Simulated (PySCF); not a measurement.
The PySCF input:
```python
from pyscf import gto, scf, dft, tdscf

mol = gto.M(
    atom='''
Si   -0.02091660   -0.75395198    0.03636846
Cl    1.65234680    0.35850615    0.01659573
Cl   -1.63002508    0.44609452   -0.05540734
H    -0.06823602   -1.50249913    1.28292522
H    -0.01840094   -1.62038451   -1.13228636
''',
    basis='6-31g*',
    verbose=4,
)

mf = dft.RKS(mol)
mf.xc = 'pbe0'
mf.kernel()
td = mf.TDA()
td.nstates = 2
td.kernel()
td.analyze()
```

Q: What does this run give for the lowest excitation energy found, dipole moment, nuclear repulsion energy, excitation energies found?

A: 
```
Property                                Value
------------------------------  -------------
lowest excitation energy found        7.83 eV
dipole moment                          1.51 D
nuclear repulsion energy          195.0223 Eh
excitation energies found       7.83, 7.85 eV
```
